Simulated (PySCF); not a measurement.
**J couplings in `O=C(F)c1ccccc1I`, C$_{7}$H$_{4}$FIO**

Geometry (Å), atoms numbered from 1 in this order:
```xyz
14

O     3.190    0.350    0.276
C     2.307   -0.385   -0.010
F     2.585   -1.639   -0.410
C     0.846   -0.133    0.000
C    -0.016   -1.180   -0.368
C    -1.393   -1.013   -0.380
C    -1.936    0.219   -0.022
C    -1.104    1.272    0.345
C     0.284    1.108    0.362
I     1.389    2.798    0.942
H     0.423   -2.138   -0.646
H    -2.041   -1.843   -0.668
H    -3.018    0.369   -0.027
H    -1.534    2.235    0.624
```

Level of theory for the indirect couplings: PBE0/pcJ-1 (dyall-v2z on I), no solvent, Gaussian nuclear model, PBE0-D3(BJ)/def2-SVP geometry (PySCF integrals, density fitting).

Non-relativistic values:
| coupling | atoms | J (Hz) |
| --- | --- | --- |
| 1J(127I,13C) | I10 – C9 | -197.7 |
| 2J(127I,13C) | I10 – C4 | -8.5 |
| 2J(127I,13C) | I10 – C8 | 8.0 |
| 3J(127I,13C) | I10 – C2 | -7.9 |
| 3J(127I,13C) | I10 – C5 | -7.3 |
| 3J(127I,13C) | I10 – C7 | 4.3 |
| 3J(127I,1H) | I10 – H14 | 4.5 |
| 4J(127I,17O) | I10 – O1 | -23.0 |
| 4J(127I,19F) | I10 – F3 | 4.4 |
| 4J(127I,13C) | I10 – C6 | 2.1 |
| 4J(127I,1H) | I10 – H11 | 1.7 |
| 4J(127I,1H) | I10 – H13 | 0.7 |
| 5J(127I,1H) | I10 – H12 | 1.1 |

What do two-component X2C with spin–orbit coupling give?

Answers


```
    coupling      atoms  with spin–orbit (Hz)
1J(127I,13C)   I10 – C9                -233.9
2J(127I,13C)   I10 – C4                 -13.0
2J(127I,13C)   I10 – C8                   2.1
3J(127I,13C)   I10 – C2                  -9.0
3J(127I,13C)   I10 – C5                  -9.1
3J(127I,13C)   I10 – C7                   1.9
 3J(127I,1H)  I10 – H14                   4.6
4J(127I,17O)   I10 – O1                 -26.5
4J(127I,19F)   I10 – F3                   6.9
4J(127I,13C)   I10 – C6                   2.5
 4J(127I,1H)  I10 – H11                   1.6
 4J(127I,1H)  I10 – H13                   0.5
 5J(127I,1H)  I10 – H12                   1.6
```

The largest listed coupling, 1J(127I,13C), ends at 1.18 times its non-relativistic value. Couplings to strongly quadrupolar nuclei (127I) are seldom resolved in solution.
